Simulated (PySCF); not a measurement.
CH8FNOSi2, SMILES [Si@H](N[SiH2]C)(F)O.

Geometry: PBE-D3(BJ)/def2-SVP. The structure was generated by enumeration; whether it is a known compound was not checked. One conformer was computed; it need not be the lowest.

Calculation: r2SCAN/def2-TZVP (PySCF).

Gas-phase values at a fixed geometry.

Computed frontier levels, gap, dipole moment and polarisability:
* **highest occupied level**: -6.74 eV
* **lowest empty level**: 0.23 eV
* **orbital gap**: 6.97 eV
* **dipole moment**: 0.98 D
* **quadrupole, principal values (traceless, Buckingham form, about the centre of nuclear charge)**: -11.66, 1.31, 10.36 D·Å
* **mean static polarisability**: 73.0 bohr³ (10.82 Å³)
* **polarisability, principal values**: 64.3, 68.9, 85.9 bohr³
